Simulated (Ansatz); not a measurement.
`BC[SiH3]` + `[OH][GaH][F]` → `[F][GaH][O][SiH3]` + `BC`  (ligand exchange at the Si–C bond)

Calculated with Ansatz (gas phase, PBE0-D4/def2-TZVP geometries, no zero-point term in ΔE). CCSD(T)/CBS adds triple-zeta CCSD(T) − MP2 to the extrapolated MP2 energy (def2 sets, frozen cores). This one scheme is used for every species. Functionals use def2-TZVPP. For Ga outer-core shells are correlated without core-valence functions, which leaves a few kJ/mol of doubt a bond. Scalar relativity is left out up to krypton. One conformer a species, not always the lowest.

```csv
level,ΔE (kJ/mol),difference from CCSD(T)/CBS
LDA (SPW92),-70.8,18.9
PBE-D4,-73.5,16.2
BLYP-D4,-88.2,1.5
r2SCAN,-86.9,2.8
r2SCAN0,-90.1,-0.4
RPA@PBE/def2-TZVPP,-90.0,-0.3
HF/def2-SVP,-115.7,-26.0
MP2/def2-SVP,-91.7,-2.0
HF/def2-TZVPP,-119.2,-29.5
CCSD/CBS(def2),-93.8,-4.1
CCSD(T)/CBS,-89.7,0
```

Largest T1 diagnostic among the species: 0.015.

From BLYP to BHLYP (50 % exact exchange), in def2-TZVPP and without D4, ΔE moves by −14.2 kJ/mol. Leaving LDA and LC-ωPBE aside and taking each functional with its dispersion term where it has one, the values, not all of them listed here, spread over 32.6 kJ/mol, from BHLYP-D4 to revPBE-D4. LDA lies +3.2 kJ/mol from PBE without D4.
